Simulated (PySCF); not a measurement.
C2H7NOSi, SMILES OC/C=N/[SiH3]. Geometry optimised at PBE-D3(BJ)/def2-SVP. The structure was generated by enumeration; whether it is a known compound was not checked. One conformer was computed; it need not be the lowest.

### Question
Give the equilibrium geometry at PBE-D3(BJ)/def2-SVP (PySCF confirms it by a frequency run) as a Z-matrix. (An estimate is asked for; the answer gives what the named calculation found.)

### Answer
This is not unique; one that fits is 
```
C
N 1 1.2768
H 1 1.1262 2 124.39
C 1 1.5139 3 112.67 2 -179.98
O 4 1.4140 1 112.59 3 -34.50
H 5 0.9748 4 107.11 1 -65.70
H 4 1.1140 5 106.38 6 176.67
H 4 1.1161 7 106.75 5 122.50
Si 2 1.7660 1 124.46 3 -1.44
H 9 1.5020 2 108.00 1 -119.64
H 9 1.5022 10 108.82 2 116.98
H 9 1.5144 10 109.41 11 119.47
```
